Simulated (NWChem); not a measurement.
System: CH₃N₂S, doublet; SMILES NC(=S)[NH]

```xyz
7

N      1.2733    -0.9109    -0.0421
C      0.0699    -0.4174     0.0450
N     -1.0124    -1.2228     0.0247
S     -0.0905     1.2954    -0.0063
H      1.9766    -0.2417     0.2768
H     -0.8580    -2.2127    -0.1234
H     -1.9160    -0.8316    -0.2002
```
Atoms are numbered in this order, from 1.

Computed with NWChem. Spin-unrestricted. Geometry: optimised at PBE0/def2-SVP, spin-unrestricted. No stability test was run on the SCF state.

Order these runs by computing time, cheapest first, and give rough ratios: PBE/def2-SVPD; PBE/def2-SVP; PBE/STO-3G.

PBE/STO-3G (1), PBE/def2-SVP (4), PBE/def2-SVPD (10). Ratios are rough, from one shared machine; the cheapest took around 5 core-seconds (rough). What differs between the cheapest and the dearest: highest occupied level (eV) -1.67 → -5.78; lowest empty minus highest occupied level, either spin (eV) 0.58 → 0.63; dipole (D) 1.79 → 2.23.
